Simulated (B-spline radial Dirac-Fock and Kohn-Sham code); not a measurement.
Mo 3d3/2: cross section and angular parameters

System: the Mo atom, configuration 1s2 2s2 2p6 3s2 3p6 3d10 4s2 4p6 4d5 5s1; threshold 231.1 eV (tabulated edge). Model: Dirac-Hartree-Slater photoionisation with a Latter tail; cross sections with all multipoles, angular parameters from the dipole term and its interference with E2. Program: a radial finite-basis atomic code.

Input of the calculation (task.json; shells as n, l, electrons):

```json
{"items": [{
  "Z": 42,
  "q": 0,
  "cfg": [[1, 0, 2], [2, 0, 2], [2, 1, 6], [3, 0, 2], [3, 1, 6], [3, 2, 10], [4, 0, 2], [4, 1, 6], [4, 2, 5], [5, 0, 1]],
  "A": 98,
  "rrms": 4.4091,
  "do": "xps",
  "hv": [54.3, 55.6, 67.0, 96.8, 145.0, 173.0, 195.0, 363.0, 469.0, 487.0, 558.0, 600, 641.0, 730.0, 870.0, 887.0, 1000, 1100.0, 1300.0, 2000, 2200.0, 2660.0, 2984.4, 3440.0, 4000, 5414.7, 8010.0, 8040.0, 8047.8, 9251.7],
  "edges": {"K": 20000.0, "L1": 2866.0, "L2": 2625.0, "L3": 2520.0, "M1": 506.3, "M2": 411.6, "M3": 394.0, "M4": 231.1, "M5": 227.9, "N1": 63.2}
}]}
```

Launch: `python xray2_run.py task.json out`

For linearly polarised light dσ/dΩ = σ/(4π) [1 + β P₂(cos θ) + (δ + γ cos²θ) sin θ cos φ], with θ from the polarisation vector and φ the angle between the beam and the projection of the electron momentum on the plane normal to the polarisation.

```csv
hν (eV),σ (kb),β,γ,δ
363,1520,0.528,-0.036,0.011
469,1020,0.851,-0.025,0.020
487,946,0.888,-0.021,0.022
558,713,1.000,0.001,0.026
600,605,1.048,0.016,0.029
641,518,1.086,0.031,0.031
730,377,1.146,0.068,0.036
870,?,?,?,?
887,227,1.204,0.137,0.042
1000,164,1.224,0.187,0.047
1100,126,1.232,0.230,0.051
1300,77.6,1.231,0.313,0.058
2000,20.6,1.162,0.554,0.084
2200,15.1,1.137,0.611,0.092
2660,8.02,1.080,0.727,0.110
2984.4,5.42,1.041,0.797,0.123
3440,3.30,0.990,0.883,0.141
4000,1.93,0.933,0.972,0.163
5414.7,0.636,0.815,1.139,0.219
8010,0.142,0.664,1.327,0.316
8040,0.140,0.663,1.329,0.317
8047.8,0.140,0.663,1.329,0.317
9251.7,0.0808,0.611,1.386,0.360
```

Question: Give the values at 870 eV.

Answer: σ = 239 kb, β = 1.200, γ = 0.129, δ = 0.042.
